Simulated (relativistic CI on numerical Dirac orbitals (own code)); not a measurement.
Slater and spin-orbit integrals, Ir LVII

Method of calculation: Dirac-Coulomb-Breit CI, KLI orbitals optimised for each configuration, model QED, unscaled Slater integrals (own radial code, finite nucleus).

Slater integrals F^k, G^k are unscaled and averaged over j, outside the closed core [Ne]; ζ comes from projecting the Hamiltonian with its Breit term on Σ l·s of the shell.

- 3s²3p⁶3d³: F^2(3d,3d) = 643390, F^4(3d,3d) = 416080, ζ(3d) = 289840 cm⁻¹; <r>(3d) = 0.1592, <r^2>(3d) = 0.02932 (bohr units).
- 3s²3p⁵3d⁴: ζ(3p) = 2.1716e+06, F^2(3d,3d) = 642570, F^4(3d,3d) = 415530, F^2(3p,3d) = 552850, G^1(3p,3d) = 582340, G^3(3p,3d) = 390500, ζ(3d) = 287700 cm⁻¹; <r>(3p) = 0.1783, <r^2>(3p) = 0.03686, <r>(3d) = 0.1594, <r^2>(3d) = 0.02939 (bohr units).
- 3s3p⁶3d⁴: F^2(3d,3d) = 642290, F^4(3d,3d) = 415340, G^2(3s,3d) = 451280, ζ(3d) = 288880 cm⁻¹; <r>(3s) = 0.1803, <r^2>(3s) = 0.03722, <r>(3d) = 0.1595, <r^2>(3d) = 0.02942 (bohr units).

Task: Give the Racah parameters of the d shell in 3s²3p⁶3d³.

Result: B = F²/49 − 5F⁴/441 = 8413 cm⁻¹ and C = 35F⁴/441 = 33022 cm⁻¹.

Averages of the first 10 configurations, taken without configuration mixing, which lowers the lowest level and can move excited configurations by several eV; other configurations of the list can lie among them:

```json
{"Configuration": "3s²3p⁶3d³", "Parity": "even", "States": "120", "Average energy above the lowest level (eV)": "166.9"}
{"Configuration": "3s²3p⁵3d⁴", "Parity": "odd", "States": "1260", "Average energy above the lowest level (eV)": "672.9"}
{"Configuration": "3s3p⁶3d⁴", "Parity": "even", "States": "420", "Average energy above the lowest level (eV)": "1183.0"}
{"Configuration": "3s²3p⁶3d²4s", "Parity": "even", "States": "90", "Average energy above the lowest level (eV)": "2338.0"}
{"Configuration": "3s²3p⁶3d²4p", "Parity": "odd", "States": "270", "Average energy above the lowest level (eV)": "2532.9"}
{"Configuration": "3s²3p⁶3d²4d", "Parity": "even", "States": "450", "Average energy above the lowest level (eV)": "2735.3"}
{"Configuration": "3s²3p⁵3d³4s", "Parity": "odd", "States": "1440", "Average energy above the lowest level (eV)": "2832.9"}
{"Configuration": "3s²3p⁶3d²4f", "Parity": "odd", "States": "630", "Average energy above the lowest level (eV)": "2879.1"}
{"Configuration": "3s²3p⁵3d³4p", "Parity": "even", "States": "4320", "Average energy above the lowest level (eV)": "3028.2"}
{"Configuration": "3s3p⁶3d³4s", "Parity": "even", "States": "480", "Average energy above the lowest level (eV)": "3345.8"}
```
